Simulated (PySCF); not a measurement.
In(Me)2(NH3) (C2H9InN), SMILES [CH3][In]([CH3])<-[NH3] (connectivity only; charge and spin as stated), neutral, multiplicity 2.

The structure is a stationary point at B3LYP-D3(BJ)/def2-SVP. The spin state was assumed, not searched. The isomer is the one that the SMILES or the coordinates give; other isomers of the formula were not compared. The def2 effective core potentials stand for the cores of In; spin–orbit coupling is left out.

These are TDA-PBE0/def2-SVPD in PySCF 2.14.0 values and carry that method's errors.

Vertical excitations. Gas-phase values at a fixed geometry.

Computed UV-visible absorptions:
| state | energy (eV) | λ (nm) | f | main pairs |
|---|---|---|---|---|
| root 1 | 2.85 | 435 | 0.055 | α HOMO→LUMO 92 % |
| root 2 | 3.30 | 375 | 0.030 | β HOMO→LUMO 95 % |
| root 3 | 3.47 | 357 | 0.015 | α HOMO→LUMO+1 91 % |
| root 4 | 4.11 | 302 | 0.176 | α HOMO→LUMO+2 96 % |
| root 5 | 4.45 | 279 | 0.164 | α HOMO→LUMO+3 92 % |
| root 6 | 4.91 | 253 | 0.000 | α HOMO→LUMO+4 97 % |
| root 7 | 4.92 | 252 | 0.009 | α HOMO→LUMO+5 82 %, β HOMO−1→LUMO 8 % |
| root 8 | 4.97 | 249 | 0.000 | β HOMO→LUMO+1 90 % |
| root 9 | 5.16 | 240 | 0.017 | α HOMO→LUMO+6 87 % |
| root 10 | 5.24 | 237 | 0.000 | α HOMO−1→LUMO 76 %, β HOMO→LUMO+1 6 % |
Unrestricted roots are not spin-pure.
